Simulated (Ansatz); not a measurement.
Cl₄MoO (`[O]=[Mo]([Cl])([Cl])([Cl])[Cl]`), relaxed with RKS PBE0-D4/def2-TZVP in the Gaussian-basis code of Ansatz from a PBE-D4/def2-SVP geometry. The force threshold is 0.005 eV/Å; the program also tests the step.

Charge 0, multiplicity 1. Mo takes the def2 core potential.

Start:

```xyz
6

O     0.279    0.281    1.703
Mo    0.014    0.013    0.082
Cl    0.620   -2.192   -0.236
Cl   -2.179   -0.716    0.027
Cl   -0.774    2.038   -0.702
Cl    2.040    0.577   -0.875
```

```csv
step,energy (eV),largest force (eV/Å),largest move (Å)
1,-53983.0077,1.760,0.000
2,-53983.0683,0.275,0.059
3,-53983.0786,0.119,0.019
4,-53983.0789,0.014,0.015
5,-53983.0790,0.019,0.004
6,-53983.0790,0.000,0.002
```

End:

```xyz
6

O     0.277    0.278    1.692
Mo    0.016    0.016    0.098
Cl    0.615   -2.158   -0.218
Cl   -2.141   -0.707   -0.004
Cl   -0.761    2.011   -0.678
Cl    1.995    0.560   -0.889
```

Hardware: 4 threads of an Intel Xeon Platinum 8488C on a shared host. Wall time 24 s, peak host memory 0.83 GiB.
